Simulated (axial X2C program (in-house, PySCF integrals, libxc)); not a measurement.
**HfBr⁺: cheaper levels and CCSD(T), 2c**

Computed with an in-house relativistic program for diatomic molecules. Two-component (2c) means X2C with spin–orbit coupling and atomic mean-field two-electron Coulomb and Gaunt terms. Basis: Hf dyall-cv3z [13s14p9d7f4g], Br dyall-cv3z [8s9p6d4f1g] (cores contracted in-house); Gaussian nuclei, density fitting, unrestricted open shells. Masses: Hf 179.947 u, Br 78.918 u.

State: Ω = 1 (⟨Sz⟩ = -0.98, ⟨Lz⟩ = 1.98 at HF); fragments Hf+ + Br.

| level | Re (Å) | ωe (cm⁻¹) |
| --- | --- | --- |
| PBE0 | 2.358 | 303.6 |
| HF | 2.412 | 292.5 |
| MP2 | 2.391 | 298.3 |
| CCSD | 2.395 | 296.3 |
| BHandHLYP | 2.375 | 300.3 |

Correlated methods: 10 electrons correlated (number of frozen shells: Hf 5 s, 4 p, 2 d, 1 f; Br 3 s, 2 p, 1 d), 332 virtual spin orbitals or spinors in MP2, 90 natural virtuals in coupled cluster.

CCSD(T), same Hamiltonian and basis:

Re = 2.397 Å, ωe = 295.0 cm⁻¹; T1 = 0.018 (Lee–Taylor normalisation).

Question: Give the differences from CCSD(T) in the columns below.

Answer: 

```
    level  ΔRe (Å)  Δωe (cm⁻¹)
     PBE0   -0.039         8.6
       HF    0.015        -2.5
      MP2   -0.006         3.3
     CCSD   -0.002         1.3
BHandHLYP   -0.022         5.3
```

Occupations by symmetry block were frozen at the best pattern of an incomplete PBE0 search. De is not given where an atomic determinant may have missed its ground term or J level, or where the truncated virtual space spoils (T). Density functionals use the spin component along the axis (collinear). CCSD and (T) use frozen natural virtuals with an MP2 correction for the truncation; (T) itself is uncorrected, so its De runs slightly low. PBE0 can misorder states that lie within some tenths of an eV, so this need not be the ground state of the molecule. The nearest other 2c determinant of the search, Ω = 0, lies 0.20 eV up at the distance of the search. The functionals have no current-density term, which raises determinants with orbital currents, atoms included. With several unpaired electrons one determinant need not be a pure state. The outer-core s and p shells of the metal are frozen in the correlated rows, which leaves out core–valence correlation; for alkali and alkaline-earth bonds that tends to lengthen them. With the outer-core shells frozen, correlated bond lengths of heavy atoms tend to come out a few hundredths of an ångström too long.
